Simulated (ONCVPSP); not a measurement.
# Ranking ONCV potentials for Pd (Z = 46)

All share these settings but for the change named:

```
Element                 : Pd
Generator               : ONCVPSP 4.0.1
Type                    : optimised norm-conserving Vanderbilt (ONCV)
Functional              : PBE
Relativity              : fully relativistic
Frozen core             : [Ar] 3d10
Valence charge          : 18
Reference configuration : 4s2 4p6 4d9 (charge +1)
Partial waves           : 4s: rc 1.55 bohr, ncon 5, nbas 10, qcut 7.8 1/bohr, 2 projectors, debl 1.9 Ha; 4p: rc 1.40 bohr, ncon 4, nbas 7, qcut 12.2 1/bohr, 2 projectors, debl 2.6 Ha; 4d: rc 1.35 bohr, ncon 4, nbas 8, qcut 7.6 1/bohr, 3 projectors, debl 1.4 Ha
Local potential         : polynomial inside 0.85 bohr (lpopt 4, dvloc0 0 Ha)
Core correction         : Teter function fitted to the true core (icmod 2), fcfact 0.6
```

Open shells are filled in proportion to 2j + 1.

In the s channel the program set the typed energies aside and used -3.551, 0.250 Ha.

Test errors are all-electron minus pseudo excitation energies from the reference, over 4s2 4p6 4d10; 4s2 4p6 4d8; 4s2 4p6 4d7; 4s2 4p5 4d10. None of these files shows a bound ghost.

The base gives 17.1 meV.

Of 8 variants that were run, those that failed, showed a ghost or another fault, or gave nearly equal values are left out.

A variant can come out equal or close to the base, since the largest error may sit in a test that the change hardly touches while other tests move.

(1) Rank these variants by their largest absolute test error, smallest first.
A. core correction polynomial model core, fcfact 0.5
B. scalar-relativistic
C. p: rc 1.04

Results:

(1) C (6.6 meV), A (17.3 meV), B (50.9 meV).
